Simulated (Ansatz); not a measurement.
Ansatz (an electronic-structure program) input (MP2/LANL2DZ): The .json file is the Basis Set Exchange's LANL2DZ.

Ansatz 0.2 input:
```yaml
crystal:
  periodic: [false, false, false]
  atoms:
    - {symbol: Zn, position_ang: [-0.00000000, -0.00000000, -0.79086917]}
    - {symbol: Cl, position_ang: [0.00000000, 0.00000000, 1.39565148]}
basis:
  gaussian:
    orbitals: LANL2DZ.json
magnetization: {spin_polarized: true, initial_magnetization: 1}
correlation: {method: mp2, electrons: outside_noble_gas}
```

Output:

```
WARN ansatz: RAYON_NUM_THREADS=1 ignored (pool sized by the plan → 1); use --threads N
Functional definition: HF
integrals: 0.00 GiB planned
337 factors; integrals over basis functions are off by at most 3.6e-4 eV
mean field: 0.06 GiB planned
mean field evaluation 1: about -2128.6572 eV, gradient 8.7e0 eV
mean field evaluation 2: about -2128.7346 eV, gradient 8.9e0 eV
mean field evaluation 4: about -2129.5918 eV, gradient 1.3e0 eV
mean field evaluation 8: about -2129.6512 eV, gradient 2.8e-1 eV
mean field evaluation 16: about -2129.6536 eV, gradient 2.2e-6 eV
mean field -2129.65362538 eV, -78.2633272016 hartree, gradient 2.2e-6 eV, S^2 0.754145; 0 other end points of the search recorded, 0 dependent functions left out
reference -2129.65362538 eV, -78.2633272016 hartree; 10, 9 occupied and 16, 17 virtual orbitals, 337 factors
second order -5.56013762 eV of doubles, -0.00000000 eV of singles
Total energy: -2135.21376300 eV, -78.4676584905 hartree
```
